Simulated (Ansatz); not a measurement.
Frontier orbitals of CH$_{3}$BFN (`FB1CN1`).

| atom | x (Å) | y (Å) | z (Å) |
| --- | --- | --- | --- |
| F1 | 0.007 | 0.898 | 2.054 |
| B2 | -0.007 | 0.335 | 0.867 |
| C3 | 0.140 | 0.349 | -0.668 |
| N4 | -0.202 | -0.818 | 0.205 |
| H5 | 1.115 | 0.312 | -1.155 |
| H6 | -0.655 | 0.706 | -1.322 |
| H7 | -0.398 | -1.782 | 0.018 |

Charge 0, multiplicity 1. The structure was optimised at the PBE0-D4/def2-TZVP level. Basis def2-TZVPP, Ansatz.

Compute the vertical ionisation energy as the energy of the cation minus that of the neutral molecule, at each level. (Estimate.)

Computed: 
```
               level  IE (eV)  difference from CCSD(T)/CBS(def2)
   PBE-D4/def2-TZVPP    10.15                              -0.36
r2SCAN-D4/def2-TZVPP    10.08                              -0.44
  PBE0-D4/def2-TZVPP    10.23                              -0.29
 B3LYP-D4/def2-TZVPP    10.31                              -0.21
  ωB97X-V/def2-TZVPP    10.31                              -0.21
  ωB97M-V/def2-TZVPP    10.30                              -0.22
   B2PLYP/def2-TZVPP    10.30                              -0.22
       HF/def2-TZVPP     9.06                              -1.46
      MP2/def2-TZVPP    10.62                               0.10
     CCSD/def2-TZVPP    10.30                              -0.22
  CCSD(T)/def2-TZVPP    10.36                              -0.16
       HF/def2-QZVPP     9.06                              -1.46
      MP2/def2-QZVPP    10.71                               0.19
        HF/CBS(def2)     9.06                              -1.46
       MP2/CBS(def2)    10.78                               0.26
      CCSD/CBS(def2)    10.45                              -0.07
   CCSD(T)/CBS(def2)    10.52                               0.00
```

B3LYP here is the variant with VWN-RPA as its local correlation; programs differ in this.
